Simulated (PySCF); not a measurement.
**Dipole moment and polarisability of `C[C@H](F)OC(F)F`**

Compound: C3H5F3O.
Structure used (GFN2-xTB), in Å, numbered top down from 1:
```
atom  x, y, z in Å
C1    -1.7876   -0.2925   -0.1958
C2    -0.4395    0.3791   -0.0528
F3    -0.1918    1.1780   -1.1498
O4     0.5512   -0.6025    0.0065
C5     1.8185   -0.1484    0.1988
F6     1.9739    0.3365    1.4591
F7     2.6489   -1.1857    0.0877
H8    -1.9865   -0.8883    0.6885
H9    -1.7724   -0.9382   -1.0691
H10   -2.5574    0.4640   -0.3149
H11   -0.3897    1.0520    0.8186
H12    2.1336    0.6453   -0.5030
```

Level: PBE0/def2-SVPD (PySCF), static field, nuclei fixed, core orbitals frozen in the response. The polarisability tensor in these axes (au):

```
x   52.48 -0.84  1.69
y   -0.84 42.70 -0.29
z    1.69 -0.29 42.12
```

Question: What are the eigenvalues, a third of the trace, and Δα (Δα² = ½Σ(αi − αj)² over the three pairs)?

Answer: Principal values 41.82, 42.65 and 52.83 au; mean 45.77 au = 6.78 Å³ = 7.55 × 10⁻⁴⁰ C²·m²/J; Δα = 10.62 au (23 % of the mean).

Question: What is the dipole moment, and where does it point?

Answer: (-2.02, 0.77, 0.00) D, 2.16 D in size, pointing from the negative to the positive side. Measured along this direction, the outermost atoms are F7 at the negative end and H10 at the positive end.

Question: In a dilute gas of rigid molecules at 298 K, how does the orientational term μ²/3kT compare with the electronic polarisability?

Answer: In Gaussian units μ²/3kT = 37.89 Å³ against 6.78 Å³, a ratio of 5.59; the Debye molar polarisation (4π/3)N_A(α + μ²/3kT) is 112.7 cm³/mol, leaving out the vibrational part.

Question: What are the principal values of the traceless quadrupole moment, Θ = ½Σq(3rr − r²1), about the centre of nuclear charge?

Answer: -6.95, -0.86, 7.80 D·Å. The values depend on the origin, since the dipole doesn't vanish. The electronic extent ⟨r²⟩ about the same centre is 816 bohr², a root-mean-square distance of 1.99 Å for the 58 electrons.

Question: Rayleigh depolarisation ratio (linearly polarised light, static tensor)?

Answer: ρ = 3Δα²/(45ᾱ² + 4Δα²) = 338.1/(94250 + 450.8) = 0.00357.

One conformer (not necessarily the lowest) at the GFN2-xTB geometry, without solvent, vibrations or thermal averaging.
